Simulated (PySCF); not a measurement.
## Correlation energy of Rh- (rhodium, charge -1)

[Kr] 4d8 5s2, high-spin 3F determinant. Computed with PySCF 2.14 in aug-cc-pVTZ-DK (9s8p6d3f2g, 102 functions), with the spin-free X2C one-electron Hamiltonian (Gaussian nucleus). Frozen: [Kr]; 10 electrons correlated.

MP2 pair energies summed by pair of shells (mhartree):

```json
{"pair": "4d-4d", "energy": "-221.47", "share (%)": "77.6"}
{"pair": "4d-5s", "energy": "-49.11", "share (%)": "17.2"}
{"pair": "5s-5s", "energy": "-14.79", "share (%)": "5.2"}
```

Total MP2 correlation energy: -285.37 mhartree.

Same-spin part -101.59 and opposite-spin part -183.77 mhartree; SCS-MP2 scales them by 1/3 and 6/5 to -254.39 mhartree.
